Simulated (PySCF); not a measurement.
Molecule: `CC(C)CS[SiH3]`, C$_{4}$H$_{12}$SSi.

Bonds (- single, = double, # triple, : aromatic): C1-C2, C2-C3, C2-C4, C4-S5, S5-Si6. C1 carries H7, H8, H9; C2 carries H10; C3 carries H11, H12, H13; C4 carries H14, H15; Si6 carries H16, H17, H18.

Geometry PBE0-D3(BJ)/def2-SVP throughout; GIAO in PySCF, gas phase, one conformer, non-relativistic; equivalent atoms averaged; basis pcSseg-1.

For orientation, B97-D gives these absolute shieldings σ: C4 132.7, C2 141.7, C1/C3 155.2, S5 655.1, Si6 389.6, H16/H17/H18 26.82, H14/H15 29.15, H10 29.83, H7/H8/H9/H11/H12/H13 30.39 ppm.

A run gave: C4 140.2, C2 149.6, C1/C3 161.1, S5 689.8, Si6 394.6, H16/H17/H18 26.64, H14/H15 29.15, H10 29.79, H7/H8/H9/H11/H12/H13 30.31 ppm (absolute shieldings σ).

Task: Which functional was used in that run?
A. BLYP
B. KT3
C. PBE0
D. HF
E. BHandHLYP

Result: C. Si6 tells them apart best: PBE0 gives 394.6, BHandHLYP gives 400.5, BLYP gives 369.2, KT3 gives 409.8, HF gives 434.9 ppm.
